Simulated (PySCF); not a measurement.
## Radial density of C- (carbon, charge -1)

UHF, [He] 2s2 2p3, high-spin 4S determinant. All numbers are calculated (PySCF 2.14, the spin-free X2C one-electron Hamiltonian (Gaussian nucleus), in aug-cc-pCVTZ-DK (7s6p4d2f, 59 functions)).

```csv
r (bohr),4πr²ρ (e/bohr),4πr²(ρα − ρβ)
0.00499,0.03849,0.0000
0.00839,0.1044,0.0000
0.0141,0.2722,0.0001
0.0238,0.6832,0.0003
0.0399,1.587,0.0007
0.0672,3.246,0.0022
0.113,5.346,0.0083
0.190,6.187,0.0389
0.320,4.089,0.1604
0.538,1.674,0.5272
0.905,2.070,1.1170
1.52,2.346,1.2693
2.56,1.075,0.6701
4.31,0.2058,0.1600
7.24,0.01464,0.0136
12.2,9.458e-05,0.0001
```

Densities and radii are taken from the X2C orbitals without a picture-change correction, which distorts them close to the nucleus.
